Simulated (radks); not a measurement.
Dy16+, configuration [Kr] 4d10 4f4 (the NIST ground configuration). All-electron calculation, Dirac Kohn-Sham, BLYP, spin-unpolarised, spherical densities, finite nucleus; open shells fill j = l - 1/2 first; Fermi nuclear charge, rms radius 5.2218 fm. Program: a radial shooting solver on a logarithmic mesh with Libxc functionals.

X-ray form factor f0, the Fourier transform of the density (f0(0) = 50):

| sin(theta)/lambda (1/angstrom) | f0 (electrons) |
|---|---|
| 0.05 | 49.830 |
| 0.1 | 49.326 |
| 0.15 | 48.506 |
| 0.2 | 47.397 |
| 0.25 | 46.035 |
| 0.3 | 44.462 |
| 0.4 | 40.873 |
| 0.5 | 37.000 |
| 0.6 | 33.173 |
| 0.8 | 26.530 |
| 1 | 21.772 |
| 1.25 | 18.066 |
| 1.5 | 15.737 |
| 2 | 12.194 |
